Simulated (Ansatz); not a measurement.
**Ligand exchange: Sn(CH3)F + NaNH2 → Sn(CH3)(NH2) + NaF**

Species: Sn(CH3)F, singlet; NaNH2 `[NH2][Na]`, singlet; Sn(CH3)(NH2), singlet; NaF, singlet. The partners trade F for NH2: Sn–F and Na–NH2 bonds give way to Sn–NH2 and Na–F.

Shapes, held fixed at every level: PBE0-D4/def2-TZVP. Flexible molecules stand in one conformer, not always the lowest. Programs: Ansatz 0.2.0. The zero-point and thermal change to 298 K, harmonic and unscaled (PBE0-D4/def2-TZVP), is +5.9 kJ/mol.

```csv
level,kind,ΔH(298 K) (kJ/mol),less CCSD(T)/def2-TZVPP
HF/def2-SVP,Hartree–Fock,-89.2,-1.6
SPW92/def2-TZVPP,LDA,-86.4,+1.2
B3LYP-D4/def2-TZVPP,global hybrid,-82.7,+4.9
BHLYP-D4/def2-TZVPP,global hybrid,-86.0,+1.6
MP2/def2-TZVPP,perturbation theory,-92.1,-4.5
CCSD(T)/def2-SVP,coupled cluster or CI,-95.8,-8.2
CCSD(T)/def2-TZVPP,coupled cluster or CI,-87.6,0.0
```

The highest level, CCSD(T)/def2-TZVPP, gives ΔH(298 K) = -87.6 kJ/mol; the levels span -95.8 to -82.7. The column of differences is taken from that level and isn't an error. No measured value is set beside it here. For atoms past krypton def2 sets carry core potentials with scalar relativity. Outer-core shells of Na, Sn are correlated, in sets that cover them unevenly.
